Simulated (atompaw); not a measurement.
Plane-wave convergence, PAW (atompaw) potential for krypton (Kr)

Kr (Z = 36), PAW, made with atompaw 4.2.0.5 (LDA (PW92), scalar-relativistic). Core [Ar], reference 3d10 4s2 4p3 (charge +3). Waves: 4s (bound): rc 1.70 bohr; 4s channel at -3.95 Ry: rc 1.15 bohr; 4p (bound): rc 1.70 bohr; 4p channel at -1.7 Ry: rc 1.70 bohr; 3d (bound): rc 1.00 bohr; 3d channel at -8.35 Ry: rc 1.00 bohr. Local part: bessel scheme, radius 1.65 bohr. Core correction: smooth core density matched at 1.35 bohr. Augmentation charge: sinc compensation charge, radius 1.40 bohr; PAW radius 1.70 bohr; waves and projectors: custom rrkj gramschmidtortho.

The pseudo-atom Hamiltonian at the reference potential is diagonalised in spherical Bessel functions j_l(qr) that vanish at 20 bohr, with q² up to the cutoff. All-electron valence levels (Ry): 4s -4.3615, 4p -3.2008, 3d -8.9701.

Question: How do the lowest levels (Ry) of each channel move with the cutoff, and are there ghosts?

Answer:

```csv
cutoff (Ry),s #1,s #2,p #1,p #2,d #1,f #1,f #2,Σ f·Δε (mRy)
8,-4.3591,-1.4864,-3.0816,-1.1255,-1.8121,-0.6777,-0.4086,71941.9
18,-4.3615,-1.4944,-3.1965,-1.1641,-2.9374,-0.6849,-0.4126,60340.1
35,-4.3615,-3.4150,-3.2008,-1.1648,-6.0711,-0.6851,-0.4127,28989.7
55,-4.3616,-3.7978,-3.2009,-1.1648,-8.3399,-0.6851,-0.4127,6301.3
80,-4.3616,-3.9025,-3.2009,-1.1648,-8.8996,-0.6851,-0.4127,704.1
120,-4.3616,-3.9370,-3.2009,-1.1648,-8.9678,-0.6851,-0.4127,22.5
200,-4.3616,-3.9453,-3.2009,-1.1648,-8.9698,-0.6851,-0.4127,2.0
350,-4.3616,-3.9508,-3.2010,-1.1648,-8.9700,-0.6851,-0.4127,0.1
400,-4.3616,-3.9509,-3.2010,-1.1648,-8.9700,-0.6851,-0.4127,0.0
```

Result: ghost state, extra bound levels that the all-electron valence spectrum of the same l lacks: s at -53.8 eV (a true bound ghost makes a file unfit for plane-wave use); 10 mRy is reached at 160 Ry and 1 mRy at 260 Ry.
